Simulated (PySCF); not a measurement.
Start geometry of `C1=CC(C=CC=C1C#C)=C` from GFN2-xTB (Å):
```
atom  x, y, z in Å
C1     2.2608   -2.5911   -2.1684
C2     1.5994   -1.7666   -1.5973
C3     0.8166   -0.8084   -0.9051
C4     0.5723    0.3757   -1.5242
C5    -0.1802    1.4900   -1.0412
C6    -0.8275    1.6512    0.1284
C7    -0.9717    0.7599    1.2646
C8    -1.6848    1.1786    2.3267
C9    -0.3780   -0.5670    1.3033
C10    0.3678   -1.2268    0.4049
H11    2.8391   -3.3056   -2.6744
H12    0.9985    0.5020   -2.5123
H13   -0.2250    2.3214   -1.7352
H14   -1.3348    2.5989    0.2701
H15   -1.8253    0.5611    3.1966
H16   -2.1451    2.1508    2.3506
H17   -0.5882   -1.0935    2.2279
H18    0.6973   -2.2242    0.6733
```

Problem. What comes out of this run: PySCF 2.14.0, PBE0-D3(BJ)/def2-SVP geometry optimisation, gas phase?

Solution. 
```
atom  x, y, z in Å
C1     2.2265   -2.7020   -2.3053
C2     1.5610   -1.8628   -1.7328
C3     0.7739   -0.8962   -1.0328
C4     0.5211    0.3004   -1.6434
C5    -0.2365    1.4175   -1.1467
C6    -0.8909    1.5882    0.0282
C7    -1.0404    0.6959    1.1731
C8    -1.7588    1.1142    2.2443
C9    -0.4374   -0.6365    1.1977
C10    0.3126   -1.3000    0.2913
H11    2.8164   -3.4374   -2.8197
H12    0.9491    0.4300   -2.6406
H13   -0.2877    2.2636   -1.8385
H14   -1.3964    2.5514    0.1536
H15   -1.8944    0.4768    3.1205
H16   -2.2243    2.1018    2.2628
H17   -0.6375   -1.1852    2.1239
H18    0.6338   -2.3038    0.5814
```

The energy falls by 6.9 kJ/mol over 4 energy and gradient evaluations, the largest force component goes from 0.0143 to 2.6e-04 Eh/bohr, and the atoms move by 0.031 Å rms after alignment. The bond that changes most is C1–H11 (terminal alkyne carbon to alkyne hydrogen), which lengthens by 0.025 Å. Bonds longer at the end by more than 0.005 Å: 18 of 18; shorter: 0. Rotational constants go from 3356, 882.7, 698.9 to 3338, 862.0, 685.1 MHz. The orientation of the end geometry is arbitrary; only internal coordinates are fixed.

The run used 180 basis functions and 29 SCF cycles in all. The run took 79 s wall on one thread, Arm Neoverse V1, no GPU (shared host).

Not checked by PBE0-D3(BJ)/def2-SVP frequencies.
